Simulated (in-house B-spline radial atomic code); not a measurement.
Ir⁴⁺. Computed with a B-spline radial atomic code. Model: all-electron spherical atom, spin shells full or empty, radial basis limit, no spin-orbit coupling, Breit or QED, empty-state partial waves extrapolated as (l+1/2)^-4, RPA, G0W0 and static COHSEX of the highest shell as one setting changes (uncorrelated shells keep exact exchange).

Without the two-electron picture change, core correlation of heavy ions comes too large.

Given: element Ir; charge 4; filled core Xe; hamiltonian one-electron scalar X2C; mean-field start PBE; highest l of empty states 9; nuclear rms radius 5.4032 fm; highest mean-field shell 5d up.

Shell: 4f 7 7, 5d 5 0 (electrons up and down).

```
lowest nl shells left uncorrelated  RPA correlation energy (hartree)  G0W0 level (eV)  G0W0 minus most complete (meV)  COHSEX level (eV)  linearised minus solved G0W0 (meV)
                                 0                           -6.6094          -59.504                               0            -62.452                              -162.6
                                 1                           -6.3784          -59.504                               0            -62.452                              -162.6
                                 2                                 ?                ?                               ?                  ?                                   ?
                                 3                           -5.5533          -59.502                             1.7            -62.455                              -162.4
                                 4                           -5.3539          -59.501                             2.6            -62.454                              -162.3
                                 5                           -4.7402          -59.498                             5.7            -62.452                              -161.9
                                 6                                 ?                ?                               ?                  ?                                   ?
                                 7                           -3.5353           -59.49                            13.7            -62.428                              -160.9
                                 8                           -2.9599          -59.501                             3.3            -62.437                              -162.1
                                 9                           -1.9744          -59.577                           -73.5            -62.575                              -170.8
                                10                            -1.775          -59.588                           -84.5            -62.538                              -175.6
                                11                          -0.49866            -59.4                           104.4            -61.983                                -155
                                12                          -0.13681           -59.41                            94.4            -61.575                              -174.8
```

(1) What follows for lowest nl shells left uncorrelated = 6?

(2) What follows for lowest nl shells left uncorrelated = 2?

## Answers

(1) RPA correlation energy -3.7274 hartree; G0W0 level -59.488 eV; G0W0 minus most complete 15.7 meV; COHSEX level -62.427 eV; linearised minus solved G0W0 -160.7 meV.

(2) RPA correlation energy -6.1663 hartree; G0W0 level -59.503 eV; G0W0 minus most complete 0.6 meV; COHSEX level -62.452 eV; linearised minus solved G0W0 -162.5 meV.
